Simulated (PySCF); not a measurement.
## Heteronuclear NMR

Structure with atom numbers: `[SiH3:1][O:2][SiH2:3][O:4][SiH2:5][PH2:6]`. Hydrogens are named by the atom that carries them.

Method: coordinates at the GFN2-xTB level, σ from GIAO-PBE0/pcSseg-1, in PySCF 2.14 (equivalent nuclei averaged, relativity neglected, in vacuum, one conformer).

Q: Predict the ³¹P NMR data.

A: 
```csv
atoms,environment,σ (ppm),δ (ppm)
P6,"phosphorus bonded to Si, 2 H",605.9,-231.8
```

Shieldings were converted by a linear fit to measured shifts: ³¹P: δ = 270.09 − 0.828σ (rms 18.1 ppm, 64 shifts vs H3PO4, solution or neat liquid). A few per cent of atoms miss by over 2 rms, more outside the fitted compound classes.

On a 500 MHz spectrometer ³¹P resonates near 202.4 MHz, so 1 ppm is 202.4 Hz.

Q: Predict the ²⁹Si NMR data.

A: 
```
atoms                  environment  σ (ppm)  δ (ppm)
  Si5  silicon bonded to O, P, 2 H    368.4    -22.8
  Si1     silicon bonded to O, 3 H    391.5    -41.8
  Si3   silicon bonded to 2 O, 2 H    394.2    -44.1
```

Shieldings were converted by a linear fit to measured shifts: ²⁹Si: δ = 279.94 − 0.822σ (rms 8.9 ppm, 72 shifts, 25.8 ppm with the 6 outliers that the fit left out vs TMS, solution or neat liquid). Occasional misses reach two or three times the rms, and more in compound classes unlike the fitted ones.

On a 600 MHz spectrometer ²⁹Si resonates near 119.2 MHz, so 1 ppm is 119.2 Hz.

Q: Predict the ¹⁷O NMR data.

A: 
```csv
atoms,environment,σ (ppm),δ (ppm)
O4,oxygen bonded to 2 Si,278.5,13.1
O2,oxygen bonded to 2 Si,295.0,-2.0
```

Shieldings were converted by a linear fit to measured shifts: ¹⁷O: δ = 266.70 − 0.911σ (rms 10.7 ppm, 155 shifts, 12.2 ppm with the 3 outliers that the fit left out vs liquid water, solution or neat liquid). A few per cent of atoms miss by over 2 rms, more outside the fitted compound classes.

On a 600 MHz spectrometer ¹⁷O resonates near 81.3 MHz, so 1 ppm is 81.3 Hz.
